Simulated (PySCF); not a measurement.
Molecule: SMILES C=CC1=C[C@@H]1N=C, C6H7N.

Bonds (- single, = double, # triple, : aromatic): C1=C2, C2-C3, C3=C4, C4-C5, C5-N6, N6=C7, C5-C3. C1 carries H8, H9; C2 carries H10; C4 carries H11; C5 carries H12; C7 carries H13, H14. Stereochemistry as in C=CC1=C[C@@H]1N=C. H8 is cis to C3; H13 is cis to C5; H9 is trans to C3; H14 is trans to C5.

Frames of a GFN2-xTB Langevin trajectory at 400 K; GIAO PBE0/pcSseg-1 shieldings in PySCF 2.14, gas phase, non-relativistic; equivalent atoms averaged within each frame.

Shifts are taken against calculated references (same method and geometry level): TMS for $^{13}$C (186.93 ppm), $^{1}$H (31.72 ppm); $^{15}$N (267.73 ppm) against NH3. The references are static minima.

Problem. How do the shifts (ppm) fluctuate along the trajectory?

Solution. 
```csv
time (fs),C7,C3,C1,C2,C4,C5,N6,H14,H11,H10
250,149.9,135.3,131.9,131.6,119.4,54.2,452.9,7.85,7.40,7.24
425,151.7,136.9,132.6,131.4,126.6,51.1,441.7,8.22,8.04,7.27
625,145.2,137.5,130.7,129.2,122.9,53.7,385.8,6.84,7.52,6.48
800,163.4,136.7,132.0,141.0,123.9,55.7,463.8,8.02,8.33,7.45
1000,148.3,130.3,131.1,129.1,113.9,55.7,418.1,6.61,6.74,6.40
mean of frames,151.7,135.3,131.6,132.4,121.3,54.1,432.5,7.51,7.60,6.97
standard deviation,7.0,2.9,0.8,4.9,4.9,1.9,31.1,0.73,0.62,0.49
```

5 frames give an uncertainty of the mean of about the standard deviation over 2.2 at best, since frames this close in time may not be independent; classical motion lacks zero-point vibration, and the reference would need the same averaging.
